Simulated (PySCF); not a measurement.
Computed IR spectrum (relative IR intensity) of a molecule C5H12Si. The structure is a stationary point at B3LYP-D3(BJ)/def2-SVP. The values are those of a single conformer. All values below come from B3LYP-D3(BJ)/def2-SVP run with PySCF 2.14.0. Frequencies are harmonic and unscaled.

Lines under 2 % of the strongest are left out, and lines within 2 cm⁻¹ are merged.

```json
[
 {"ν (cm⁻¹)": "637", "relative intensity": "8.0"},
 {"ν (cm⁻¹)": "648", "relative intensity": "13"},
 {"ν (cm⁻¹)": "668", "relative intensity": "4.5"},
 {"ν (cm⁻¹)": "796", "relative intensity": "2.5"},
 {"ν (cm⁻¹)": "882", "relative intensity": "2.6"},
 {"ν (cm⁻¹)": "907", "relative intensity": "4.1"},
 {"ν (cm⁻¹)": "931", "relative intensity": "100"},
 {"ν (cm⁻¹)": "953", "relative intensity": "30"},
 {"ν (cm⁻¹)": "957", "relative intensity": "5.0"},
 {"ν (cm⁻¹)": "1457", "relative intensity": "2.8"},
 {"ν (cm⁻¹)": "1466", "relative intensity": "2.2"},
 {"ν (cm⁻¹)": "2209", "relative intensity": "35"},
 {"ν (cm⁻¹)": "2211", "relative intensity": "99"},
 {"ν (cm⁻¹)": "3005", "relative intensity": "12"},
 {"ν (cm⁻¹)": "3031", "relative intensity": "26"},
 {"ν (cm⁻¹)": "3035", "relative intensity": "4.0"},
 {"ν (cm⁻¹)": "3062", "relative intensity": "13"},
 {"ν (cm⁻¹)": "3080", "relative intensity": "7.2"},
 {"ν (cm⁻¹)": "3083", "relative intensity": "18"},
 {"ν (cm⁻¹)": "3095", "relative intensity": "6.6"},
 {"ν (cm⁻¹)": "3120", "relative intensity": "15"}
]
```

Which structure fits?
(A) CC1([SiH3])CCC1
(B) C/C=C/[SiH](C)C
(C) CC1(C[SiH3])CC1
(D) C[C@H]1CC[SiH2]C1

A, CC1([SiH3])CCC1
